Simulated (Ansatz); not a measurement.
`OCO[SiH2][SiH3]`. Total charge 0; spin multiplicity 1.

Cartesian coordinates in Å:
```
O 0.080 -2.468 -1.580
C -0.419 -1.288 -1.065
O -0.091 -1.180 0.297
Si -0.339 0.170 1.215
Si 0.873 2.024 0.433
H -0.326 -3.200 -1.105
H 0.047 -0.483 -1.645
H -1.513 -1.227 -1.173
H -1.790 0.525 1.236
H 0.084 -0.196 2.589
H 0.466 2.377 -0.956
H 2.335 1.754 0.442
H 0.592 3.192 1.312
```

**Question.** List the harmonic frequencies (cm⁻¹, unscaled) at PBE0-D4/def2-TZVP in Ansatz. (Estimate.)

**Answer.** Computed: 15i, 57, 91, 139, 200, 329, 353, 400, 474, 514, 608, 746, 818, 841, 899, 934, 934, 946, 1060, 1121, 1155, 1270, 1395, 1452, 1530, 2179, 2211, 2218, 2227, 2240, 2980, 3059, 3849.
